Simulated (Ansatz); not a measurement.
All numbers were calculated with Ansatz.

Basis-set series for C₂H₃AlF₂, SMILES `F/C=[C](\F)[AlH2]`. The species carries charge 0 and has multiplicity 1. The structure was optimised at the PBE0-D4/def2-TZVP level.

```
functional       basis  functions  energy (Eh)  HOMO (eV)  LUMO (eV)
   PBE0-D4  def2-TZVPP        208   -519.80376      -7.68      -1.90
   PBE0-D4  def2-QZVPP        388   -519.82607      -7.71      -1.92
   ωB97M-V  def2-TZVPP        208   -520.10322      -9.89      -0.23
   ωB97M-V  def2-QZVPP        388   -520.12458      -9.94      -0.35
```

**Question.** Give the rows for def2-SVP. (Estimate.)

**Answer.** The calculation gave: 
| functional | basis | functions | energy (Eh) | HOMO (eV) | LUMO (eV) |
| --- | --- | --- | --- | --- | --- |
| PBE0-D4 | def2-SVP | 89 | -519.38546 | -7.54 | -1.89 |
| ωB97M-V | def2-SVP | 89 | -519.67627 | -9.72 | -0.15 |
